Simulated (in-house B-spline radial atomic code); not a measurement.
What moves the levels of Rh⁺ ([Kr] 4d8)? Method: Dirac-Hartree-Fock, average of configuration, Fermi nucleus of rms radius 4.4945 fm. Calculated with a B-spline radial code for spherical atoms.

Baseline run (computed): total energy -4782.4222 hartree, 1s1/2 at -858.7115 hartree, 4d5/2 at -19.037 eV with <r> = 1.532 bohr.

Scaling the speed of light c (a factor of 100 is close to the non-relativistic limit):

```tsv
c/c0	ΔE (hartree)	4d5/2 level (eV)	4d5/2 <r> (bohr)
0.95	-11.108	-18.9803	1.534
0.98	-4.2236	-19.0151	1.533
1.02	3.9598	-19.0569	1.531
3	86.576	-19.5099	1.51
100	96.829	-19.5703	1.508
```

Changing the nucleus:

```csv
nucleus,ΔE (eV)
Gaussian nucleus of rms radius 4.4945 fm,-0.00618
uniform spherical nucleus of rms radius 4.4945 fm,0.00254
Gaussian nucleus of rms radius 0.01 fm,-2.31
Fermi nucleus of rms radius 4.4046 fm,-0.0864
Fermi nucleus of rms radius 4.5844 fm,0.0879
```

A larger nucleus binds the electrons less, roughly as the density at the nucleus times the change of the nuclear <r²>. At equal rms radius the shape enters only through higher moments. A radius of 0.01 fm is nearly a point.

(1) The nuclear charge is raised by 0.1. What does the Hellmann-Feynman theorem predict for the energy, and what is found?

## Answers

(1) dE/dZ ≈ -Σ<1/r>, which is -257.124 at the start and -257.912 at the end; their mean times 0.1 is -25.752 hartree, and the two runs differ by -25.752 hartree.
